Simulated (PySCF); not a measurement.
SMILES c1(B)cccc(c1)C(F)(F)F (GFN2-xTB optimised geometry):

```
17

B     -1.893    -1.842    -0.002
C     -1.090    -0.516     0.000
C     -1.729     0.731     0.003
C     -1.018     1.918     0.006
C      0.365     1.897     0.006
C      1.023     0.671     0.000
C      2.526     0.667     0.022
F      3.013     1.015     1.231
F      3.061    -0.527    -0.267
F      3.053     1.542    -0.852
C      0.311    -0.516     0.000
H     -1.330    -2.864    -0.002
H     -3.061    -1.813    -0.002
H     -2.809     0.763     0.003
H     -1.537     2.864     0.009
H      0.935     2.813     0.007
H      0.842    -1.456    -0.003
```

Computed with PBE/def2-SVP (PySCF).

Q: What are the frontier orbital energies and the dipole moment?

A: HOMO-2 -7.99 eV, HOMO-1 -7.22 eV, HOMO -7.04 eV, LUMO -3.21 eV, LUMO+1 -1.85 eV; dipole moment 2.11 D.

On the same geometry PySCF with PBE0/def2-SVP gives HOMO-2 -9.57 eV, HOMO-1 -8.24 eV, HOMO -8.11 eV, LUMO -2.38 eV, LUMO+1 -0.95 eV; dipole moment 2.35 D.

Meta-Löwdin charges at PBE/def2-SVP: B1 -0.04, C2 -0.07, C3 -0.06, C4 -0.10, C5 -0.07, C6 -0.04, C7 0.70, F8 -0.25, F9 -0.24, F10 -0.25, C11 -0.06, H12 0.01, H13 0.01, H14 0.11, H15 0.12, H16 0.12, H17 0.12.
